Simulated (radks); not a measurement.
Tl3+, configuration [Xe] 4f14 5d10 (the NIST ground configuration). All-electron calculation, non-relativistic Kohn-Sham, PBE, spin-polarised, spherical densities, point nucleus; relativity is left out, which matters for an element this heavy. Program: a radial shooting solver on a logarithmic mesh with Libxc functionals.

Normalised radial functions P(r) = r R(r), r in bohr:

```
   r/bohr * 5s, o 5d (the largest magnitude, 1.21, reaches the edge; | marks zero, & curves that meet)
 0.001083                             o*
 0.001444                             o*
 0.001911                             o *
 0.002528                             o *
 0.003345                             o  *
 0.004426                             o  *
 0.005904                             o   *
 0.007812                             o   *
  0.01034                             o   *
  0.01368                             o   *
  0.01809                             o *
  0.02413                             *o
  0.03193                          *  | o
  0.04225                       *     |  o
   0.0559                      *      |   o
  0.07456                         *   |     o
  0.09865                             |  *   o
   0.1305                             |     o  *
   0.1727                             | o      *
   0.2285                        o   *|
   0.3048                *  o         |
   0.4033                *   o        |
   0.5336                             o  *
    0.706                             |           o        *
   0.9341                             |                   o      *
    1.246                             |                  * o
    1.648                             |       *       o
    2.181                             | *      o
    2.886                             *   o
    3.818                             *o
```

5s: eigenvalue -131.18 eV, 4 radial nodes at r = 0.0238, 0.0888, 0.223, 0.510 bohr, <r> = 0.974 bohr, 90 % of the charge inside 1.39 bohr. 5d: eigenvalue -45.400 eV, 2 radial nodes at r = 0.189, 0.537 bohr, <r> = 1.32 bohr, 90 % of the charge inside 1.99 bohr.
